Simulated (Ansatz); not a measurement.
Conformers of `CC(C)[NH][InH][F]`, each relaxed with PBE0-D4/def2-TZVP in Ansatz. CBS adds the triple-zeta coupled-cluster correction to the MP2 limit.

Elements past krypton have def2 core potentials. Outer-core shells of In are correlated without core-valence functions. Spin–orbit coupling is left out.

Not all of them had a frequency check.

Conformer A:

Cartesian coordinates in Å:
```
C -0.869 -0.939 0.872
C 0.224 -0.800 -0.173
C 1.527 -0.322 0.457
N -0.225 0.057 -1.264
In -0.894 1.934 -1.076
F -1.225 2.357 0.816
H -0.556 -1.615 1.670
H -1.781 -1.334 0.422
H -1.095 0.032 1.324
H 0.402 -1.793 -0.609
H 1.373 0.647 0.942
H 1.885 -1.024 1.215
H 2.308 -0.210 -0.299
H 0.256 -0.141 -2.129
H -1.332 3.150 -2.167
```

Conformer B:

```xyz
15

C     0.020    1.493    1.041
C     0.155    0.728   -0.269
C     1.443   -0.070   -0.300
N    -0.981   -0.136   -0.505
In   -1.107   -2.121   -0.501
F    -3.038   -2.462   -0.624
H     0.846    2.197    1.176
H     0.013    0.798    1.886
H    -0.913    2.062    1.065
H     0.210    1.468   -1.084
H     1.460   -0.806    0.513
H     1.558   -0.599   -1.250
H     2.311    0.579   -0.172
H    -1.866    0.348   -0.478
H    -0.111   -3.480   -0.496
```

Problem. Which is lowest in electronic energy at CCSD(T)/CBS (frozen core, def2 sets), and by how much? (Best estimate.)

Solution. Ansatz gave: B; A lies 2.7 kJ/mol higher.

Problem. Give the energies relative to B (kJ/mol) with PBE0-D4/def2-TZVPP, B3LYP-D4/def2-TZVPP, B2PLYP/def2-TZVPP, PBE/def2-TZVPP, CCSD(T)/def2-TZVPP, MP2/def2-QZVPP, HF/CBS(def2). (An estimate is asked.)

Solution. Ansatz gave: 
```tsv
level	A
PBE0-D4/def2-TZVPP	2.1
B3LYP-D4/def2-TZVPP	0.9
B2PLYP/def2-TZVPP	2.3
PBE/def2-TZVPP	2.2
CCSD(T)/def2-TZVPP	1.5
MP2/def2-QZVPP	2.9
HF/CBS(def2)	4.8
```

B3LYP here is the variant with VWN-RPA as its local correlation; programs differ in this.
